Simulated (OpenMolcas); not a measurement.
# neutral silicon: thermal populations, the spin-orbit constant, Slater's ratio, worked from levels

```json
{"Program": "OpenMolcas 26.06", "Basis": "ANO-RCC-VTZP [5s4p2d1f]", "Scalar Hamiltonian": "DKH2, point nucleus", "Active space": "4 electrons in 4 orbitals (3s 3p)", "State averaging": "2S+1 = 3 even, 3 roots; 2S+1 = 1 even, 6 roots; 2S+1 = 5 odd, 1 root; 2S+1 = 3 odd, 8 roots", "Spin-orbit coupling": "state interaction with AMFI integrals over the reference wave functions, term energies averaged over their components"}
```

Methods: CASSCF; SS-CASPT2, IPEA 0.25 Eh, imaginary shift 0.1 Eh (closed shells correlated: 2s 2p). Measured levels: NIST Handbook of Basic Atomic Spectroscopic Data.

**Thermal populations.** Z = Σ (2J + 1) exp(-E/kT) with k = 0.695035 cm-1/K, over the levels below. No other level of either list lies under 39600 cm-1, which is above 7 kT at each temperature.

```json
{"Level": "3s2 3p2 3P0", "2J + 1": "1", "SS-CASPT2": "0.0", "measured": "0.0"}
{"Level": "3s2 3p2 3P1", "2J + 1": "3", "SS-CASPT2": "67.0", "measured": "77.1"}
{"Level": "3s2 3p2 3P2", "2J + 1": "5", "SS-CASPT2": "195", "measured": "223"}
{"Level": "3s2 3p2 1D2", "2J + 1": "5", "SS-CASPT2": "5960", "measured": "6299"}
{"Level": "3s2 3p2 1S0", "2J + 1": "1", "SS-CASPT2": "13830", "measured": "15394"}
{"Level": "3s 3p3 5S* 2", "2J + 1": "5", "SS-CASPT2": "29560", "measured": "33326"}
```

| T (K) | Z, SS-CASPT2 | Z, measured levels | Ground level (%), SS-CASPT2 | Ground level (%), measured levels |
| --- | --- | --- | --- | --- |
| 3000 | 8.747 | 8.628 | 11.4 | 11.6 |
| 5000 | 9.589 | 9.452 | 10.4 | 10.6 |
| 8000 | 10.611 | 10.448 | 9.4 | 9.6 |

At 8000 K, kT = 5560 cm-1, and the computed levels give Z = 1.000 + 2.964 + 4.828 + 1.712 + 0.083 + 0.025 = 10.611.

**The spin-orbit constant.** For the Hund term 3P of p2, E(J) = (A/2) J(J+1) + constant and ζ = 2S·A = 2A. From J = 0 to J = 2 the energy changes by 3 A.

```tsv
Source	E(2) - E(0)	A	ζ
CASSCF	194.8	64.9	130
SS-CASPT2	194.7	64.9	130
measured	223.2	74.4	149
```

All in cm-1. SS-CASPT2 is off by -12.8 % and CASSCF by -12.7 %. Both methods take the spin-orbit matrix elements from the reference wave functions, so the second can move ζ only through the term energies and any multistate remixing. Second-order mixing with other terms is absorbed into this ζ.

**Slater's ratio.** With one set of orbitals, p2 has 1D - 3P = 6 F2 and 1S - 1D = 9 F2 (F2 = F²/25), a ratio of 3/2. Term energies are centres of gravity, weighted by 2J + 1.

| Source | 1D - 3P | 1S - 3P | F2 from the first | Ratio |
| --- | --- | --- | --- | --- |
| CASSCF | 8718 | 15438 | 1453 | 0.771 |
| SS-CASPT2 | 5828 | 13695 | 971 | 1.350 |
| measured | 6149 | 15245 | 1025 | 1.479 |

Energies in cm-1. A ratio away from 3/2 shows effects beyond one configuration with one set of orbitals, and in heavier atoms second-order spin-orbit shifts. In CASSCF the valence s occupation is 1.89 in 1S against 1.97 in 1D: mixing out of s² acts most on 1S and pulls it down.

CASPT2 does not keep the components of a term degenerate, so their means are used; among the terms shown or strongly mixed into the levels shown the widest spread is 22 cm-1 (3s2 3p2 1D, SS-CASPT2). Over all roots computed the reference weight is 0.86 to 0.98 in SS-CASPT2; the roots of lowest weight are the least certain, and an intruder state may touch them. Terms of s pⁿ other than that of highest spin mix with s² pⁿ⁻² d, which this space lacks; all of them can be thousands of cm-1 off, and some have no real level of that name. Without dynamic correlation excited terms often stand tens of per cent too high (terms of higher spin than the ground term too low), and those without a measured partner can miss by more than the paired ones (holds for CASSCF). Measured partners are found by configuration, term and J. A level has none where our copy of the source lacks it or the pairing is in doubt (some pairs that miss far off the trend of their configuration count as doubtful), and it then counts in no deviation. Only configurations of the active space appear.

* marks odd parity.
